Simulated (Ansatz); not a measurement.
CH4BrFSi (`FC[SiH2]Br`). The species carries charge 0 and has multiplicity 1. Correlated methods include outer-core shells of Br, which these sets cover unevenly. Scalar relativity is left out up to krypton.

Cartesian coordinates in Å:
```
F -0.280 0.782 1.826
C 0.216 -0.187 0.962
Si -0.250 0.268 -0.812
Br 0.581 -1.328 -2.115
H -0.205 -1.157 1.244
H 1.303 -0.240 1.082
H 0.354 1.561 -1.204
H -1.720 0.301 -0.983
```

(1) Give the diagnostics of a CCSD(T)/def2-TZVPP run (frozen core, Ansatz 0.2.0). (Estimate.)

Results:

(1) Ansatz gave: T1 = 0.0092, largest single amplitude 0.011, largest double 0.024, (T) share of the correlation energy 3.2 %, 9 CCSD cycles. The RHF solution is stable towards an unrestricted one. T1 lies under the customary mark of 0.02 for closed shells.
